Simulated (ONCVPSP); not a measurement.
# What the settings do to the ONCV potential of Ag (Z = 47)

Base potential:

```json
{"Element": "silver (Ag)", "Generator": "ONCVPSP 4.0.1", "Type": "optimised norm-conserving Vanderbilt (ONCV)", "Functional": "LDA (Perdew-Wang 92)", "Relativity": "scalar-relativistic", "Frozen core": "[Ar] 3d10", "Valence charge": "19", "Reference configuration": "4s2 4p6 4d10 5s1", "Partial waves": "4s+5s: rc 1.60 bohr, ncon 4, nbas 9, qcut 9.6 1/bohr, 2 projectors; 4p: rc 0.95 bohr, ncon 5, nbas 8, qcut 10.1 1/bohr, 2 projectors, debl 2.7 Ha; 4d: rc 1.80 bohr, ncon 4, nbas 9, qcut 10.6 1/bohr, 1 projector", "Local potential": "polynomial inside 0.70 bohr (lpopt 5, dvloc0 2 Ha)", "Core correction": "Teter function fitted to the true core (icmod 2), fcfact 0.35"}
```

All-electron outer shells of the reference configuration (LDA (PZ), scalar-relativistic, ld1.x):

```tsv
shell	level (eV)	outermost node (bohr)	outermost maximum (bohr)
3d	-358.91	–	0.27
4s	-95.08	0.44	0.82
4p	-58.67	0.44	0.87
4d	-7.66	0.43	1.04
5s	-4.72	1.11	2.49
```

Cutoffs, loose and tight: the cutoffs (Ha) at which the residual kinetic energy of the hardest occupied pseudo-wave falls to 1 and 0.1 mHa per electron. They do not see the model core or the augmentation charge, which bear on the density cutoff. Test errors are all-electron minus pseudo excitation energies from the reference, over the configurations 4s2 4p6 4d10 5s0; 4s2 4p6 4d9 5s0; 4s2 4p6 4d8 5s0; 4s2 4p6 4d10 5s0 5p1. A dash means not determined; rows that change the core or the reference have their own tests.

A true bound ghost makes a file unfit for plane-wave use even where its test errors are small: the radial tests pick states by their node count and pass the ghost by.

```tsv
change	outcome	cutoff, loose	cutoff, tight	bound ghosts	GHOST(+) flags above zero	largest test error (meV)
base	generated	48 Ha	130 Ha	s	p	-2.7
s: qcut 6; p: qcut 6.3; d: qcut 6.6	generated	154 Ha	192 Ha	s	p, d	-9.9
d: qcut 13.8	generated	57 Ha	130 Ha	s	p	+24
p: rc 1.14	generated	48 Ha	123 Ha	s	p	-2.7
core correction Teter function, fcfact 2.5, rcfact 1.55	generated	48 Ha	130 Ha	s	p	-2.8
```
